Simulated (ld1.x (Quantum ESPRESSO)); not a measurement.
**Before and after: ultrasoft potential for Cl (Z = 17)**

Cl, ultrasoft, made with ld1.x (Quantum ESPRESSO) 7.5 (LDA (PZ), non-relativistic). Core [Ne], reference 3s2 3p5. Waves: 3s (bound): rcut 1.25, rcutus 1.35 bohr; 3s channel at -1 Ry: rcut 1.25, rcutus 1.35 bohr; 3p (bound): rcut 0.85, rcutus 1.00 bohr; 3p channel at 0.2 Ry: rcut 0.85, rcutus 1.00 bohr; 3d channel at 0.2 Ry: rc 1.35 bohr. Local part: the d channel. Core correction: none. Augmentation charge: PSQ, radius 0.95 bohr.

All-electron outer shells of the reference configuration (LDA (PZ), non-relativistic, ld1.x):

```csv
shell,level (eV),outermost node (bohr),outermost maximum (bohr)
2p,-191.57,–,0.30
3s,-20.53,0.56,1.29
3p,-8.72,0.53,1.43
```

Change: wave 3d channel at 0.2 Ry: rc 1.35 bohr becomes 3d channel at 0.2 Ry: rc 1.56 bohr.

Cutoffs: the cutoffs (Ry, on a coarse ladder) from which the occupation-weighted sum of valence levels, in a spherical-Bessel basis at the reference potential, stays within 10 and 1 mRy of its value at 400 Ry; they do not see the model core or the augmentation charge, which bear on the density cutoff. Errors are all-electron minus pseudo energies relative to the spin-unpolarised reference configuration.

**Question.** What does the change do?

**Answer.** The potential gets neither clearly harder nor softer (55 Ry and 90 Ry → 55 Ry and 90 Ry); the bound ghost in p disappears; of the 9 tests that both files solve, the error grows in 1 and shrinks in 0 by more than 15 % and 0.3 meV (median size 3.5 → 4.4 meV).

| quantity | base | changed |
| --- | --- | --- |
| cutoff, loose | 55 Ry | 55 Ry |
| cutoff, tight | 90 Ry | 90 Ry |
| loose cutoff by channel (10 mRy a level) | s 15 Ry, p 45 Ry | s 15 Ry, p 40 Ry |
| bound ghosts | p | none |
| error for 3s2 3p4, meV [ΔE 13.99 eV] | +1.2 | +1.4 |
| error for 3s2 3p3, meV [ΔE 39.53 eV] | +9.7 | +11 |
| error for 3s2 3p2, meV [ΔE 77.93 eV] | +40 | +44 |
| error for 3s1 3p6, meV [ΔE 11.87 eV] | +2.0 | +2.2 |
| error for 3s1 3p5, meV [ΔE 26.39 eV] | +3.5 | +4.4 |
| error for 3s2 3p5.3, meV [ΔE -2.18 eV] | +0.1 | +0.1 |
| error for 3s2 3p4.5, meV [ΔE 5.64 eV] | +0.2 | +0.2 |
| error for 3s2 3p5 (spin-polarised), meV [ΔE -0.19 eV] | +22 | +22 |
| error for 3s2 3p4 (spin-polarised), meV [ΔE 13.11 eV] | +116 | +117 |
| lowest overlap eigenvalue by channel | s 0.41, p 0.81 | s 0.41, p 0.91 |

 A true bound ghost makes a file unfit for plane-wave use even where its test errors are small: the radial tests pick states by their node count and pass the ghost by.
